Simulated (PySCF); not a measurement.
CH12OSi4, SMILES [SiH3]C[Si@H]([SiH2][SiH3])O. Atoms are numbered in the order given.

```xyz
18

O     -1.1162    -1.3088    -1.9634
Si    -0.0524    -1.2181    -0.6734
C     -0.9680    -1.0751     0.9642
Si    -2.2534     0.3010     1.0142
Si     1.2490     0.7033    -1.0125
Si     2.1487     1.3343     1.0606
H     -1.6683    -2.0950    -2.0156
H      0.8307    -2.4314    -0.6271
H     -0.2222    -0.8946     1.7596
H     -1.4573    -2.0345     1.2083
H     -2.7562     0.5109     2.4069
H     -1.6513     1.5822     0.5310
H     -3.4150    -0.0378     0.1382
H      2.3620     0.4320    -1.9766
H      0.4126     1.8224    -1.5479
H      3.0700     2.5060     0.9471
H      1.0395     1.6869     2.0024
H      2.9058     0.1860     1.6524
```
Charge 0, spin multiplicity 1.

Geometry: PBE0-D3(BJ)/def2-SVP. The structure was generated by enumeration; whether it is a known compound was not checked. The values are those of a single conformer.

Two levels are set side by side: PBE/pcSseg-1 (PySCF) and PBE0/pcSseg-1 (PySCF). GIAO shifts against H2O (¹⁷O), TMS (²⁹Si), TMS (¹H), TMS (¹³C) at the same level; non-relativistic, no solvent, atoms listed together averaged. Differences are taken from unrounded values.

```
quantity                         PBE
----------------------------  ------
δ(¹⁷O) of O1 (ppm)              36.7
δ(²⁹Si) of Si2 (ppm)             8.2
δ(¹³C) of C3 (ppm)               0.1
δ(²⁹Si) of Si4 (ppm)           -74.2
δ(²⁹Si) of Si5 (ppm)          -121.1
δ(²⁹Si) of Si6 (ppm)          -112.3
δ(¹H) of H7 (ppm)               0.81
δ(¹H) of H8 (ppm)               6.32
δ(¹H) of H11, H12, H13 (ppm)    4.38
```

Question: These are the PBE values. What does PBE0 give? (An estimate is asked for; the answer gives what the named calculation found.)

Answer: 
```json
[
 {"quantity": "δ(¹⁷O) of O1 (ppm)", "PBE0": "27.2", "PBE minus PBE0": "9.6"},
 {"quantity": "δ(²⁹Si) of Si2 (ppm)", "PBE0": "6.7", "PBE minus PBE0": "1.5"},
 {"quantity": "δ(¹³C) of C3 (ppm)", "PBE0": "-1.8", "PBE minus PBE0": "1.9"},
 {"quantity": "δ(²⁹Si) of Si4 (ppm)", "PBE0": "-70.0", "PBE minus PBE0": "-4.2"},
 {"quantity": "δ(²⁹Si) of Si5 (ppm)", "PBE0": "-117.0", "PBE minus PBE0": "-4.1"},
 {"quantity": "δ(²⁹Si) of Si6 (ppm)", "PBE0": "-107.5", "PBE minus PBE0": "-4.8"},
 {"quantity": "δ(¹H) of H7 (ppm)", "PBE0": "0.96", "PBE minus PBE0": "-0.14"},
 {"quantity": "δ(¹H) of H8 (ppm)", "PBE0": "5.99", "PBE minus PBE0": "0.33"},
 {"quantity": "δ(¹H) of H11, H12, H13 (ppm)", "PBE0": "4.30", "PBE minus PBE0": "0.07"}
]
```

Rough cost on one machine, each run with all the roots and properties that it gave: PBE0 against PBE within a factor of 2.
